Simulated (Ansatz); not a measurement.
The cluster Si3Ge3, relaxed as a singlet with RKS PBE0-D4/def2-SVP in Ansatz, starting from the GFN1-xTB geometry. Force threshold 0.02 eV/Å.

The restricted singlet is unstable towards broken spin symmetry in Hartree–Fock (as tested in another run); at PBE0-D4/def2-SVP this wasn't settled. Another isomer (singlet) lies 1.85 eV lower at PBE0-D4/def2-TZVP; other spin states weren't run for this one.

Start:

```xyz
6

Si    0.0297    0.3180    0.7174
Si    1.5925    2.0464    0.5128
Si    0.1466   -0.8644   -1.6648
Ge   -1.5192   -1.5223   -0.1554
Ge    0.5511    1.4224   -1.4756
Ge   -0.8006   -1.4001    2.0656
```

```tsv
step	energy (eV)	largest force component (eV/Å)	SCF passes
1	-193127.0612	0.951	19
2	-193127.1806	0.221	24
3	-193127.2015	0.086	24
4	-193127.2068	0.058	24
5	-193127.2118	0.034	23
6	-193127.2122	0.036	24
7	-193127.2124	0.012	18
```

Force components are those of the run's own axes.

End:

```csv
atom,x (Å),y (Å),z (Å)
Si1,-0.077,0.382,0.689
Si2,1.619,1.913,0.503
Si3,0.295,-0.899,-1.529
Ge4,-1.614,-1.461,-0.196
Ge5,0.471,1.502,-1.532
Ge6,-0.693,-1.438,2.065
```

By distances, no bond broke or formed. The bond that changes most is Ge4–Ge6, from 2.34 to 2.44 Å (atoms count from 1).

No frequencies were taken in this run, so the end may be a saddle point.

Run time 28 s (4 threads of Arm Neoverse V2 on a shared host).
